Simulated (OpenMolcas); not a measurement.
A calculation on neutral nitrogen.

```yaml
Program: OpenMolcas 26.06
Method: CASSCF
Basis: ANO-RCC-VTZP [4s3p2d1f]
Scalar_Hamiltonian: DKH2, point nucleus
Active_space: 5 electrons in 4 orbitals (2s 2p)
State_averaging: 2S+1 = 4 odd, 1 root; 2S+1 = 2 odd, 8 roots; 2S+1 = 4 even, 3 roots
Spin-orbit_coupling: state interaction with AMFI integrals over the reference wave functions, term energies averaged over their components
```

(1) Which level of the active space comes out lowest?

(2) How high does 2s 2p4 4P 1/2 lie?

(3) How high does 2s2 2p3 2P* 3/2 lie?

(4) How high does 2s2 2p3 2D* 3/2 lie?

Measured values: NIST Handbook of Basic Atomic Spectroscopic Data.

Answers

(1) 2s2 2p3 4S* 3/2, with 100 % of that term; it is also the measured ground level.

(2) 90852 cm-1 above the lowest level; measured 88171 cm-1 above the ground level, so the calculation is off by +3 %.

(3) 30328 cm-1 above the lowest level; measured 28839 cm-1 above the ground level, so the calculation is off by +5 %.

(4) 23007 cm-1 above the lowest level; measured 19233 cm-1 above the ground level, so the calculation is off by +20 %.

Without dynamic correlation excited terms often stand tens of per cent too high (terms of higher spin than the ground term too low), and those without a measured partner can miss by more than the paired ones. Computed and measured levels are paired by configuration, term and J; levels that our copy of the source lacks, or whose pairing is in doubt (as where it misses far off the trend of its configuration), stay unpaired and out of the deviations. Levels of configurations outside the active space are missing.

* marks odd parity.
